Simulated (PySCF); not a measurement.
## Ar⁺ (argon, charge +1) across methods

[Ne] 3s2 3p4 3d1, one real determinant (an excited configuration). Computed with PySCF 2.14 in aug-cc-pV(5+d)Z, with the non-relativistic Hamiltonian (point nucleus).

```json
{"method": "r2SCAN", "E (hartree)": "-526.3345", "mean ε 3p α (eV)": "-26.224", "mean ε 3p β (eV)": "-23.766", "mean ε 3d α (eV)": "-7.070", "Σ⟨r²⟩ (bohr²)": "23.33", "⟨S²⟩": "3.759"}
{"method": "LDA", "E (hartree)": "-524.7486", "mean ε 3p α (eV)": "-25.582", "mean ε 3p β (eV)": "-23.347", "mean ε 3d α (eV)": "-6.854", "Σ⟨r²⟩ (bohr²)": "23.65", "⟨S²⟩": "3.752"}
{"method": "UHF", "E (hartree)": "-525.69891", "mean ε 3p α (eV)": "-32.934", "mean ε 3p β (eV)": "-29.349", "mean ε 3d α (eV)": "-10.966", "Σ⟨r²⟩ (bohr²)": "23.18", "⟨S²⟩": "3.765"}
{"method": "PBE0", "E (hartree)": "-526.2103", "mean ε 3p α (eV)": "-27.576", "mean ε 3p β (eV)": "-25.123", "mean ε 3d α (eV)": "-8.019", "Σ⟨r²⟩ (bohr²)": "23.33", "⟨S²⟩": "3.756"}
```

(1) Estimate the same row for PBE.

⟨L²⟩ = 8.04 against 12 for a pure F term, so this real determinant mixes terms. The outer electron is Rydberg-like, and this basis confines it to a smaller radius and binds it less than a complete one would.

## Answers

(1) E (hartree) = -526.1720; mean ε 3p α (eV) = -25.527; mean ε 3p β (eV) = -23.373; mean ε 3d α (eV) = -6.942; Σ⟨r²⟩ (bohr²) = 23.55; ⟨S²⟩ = 3.755.
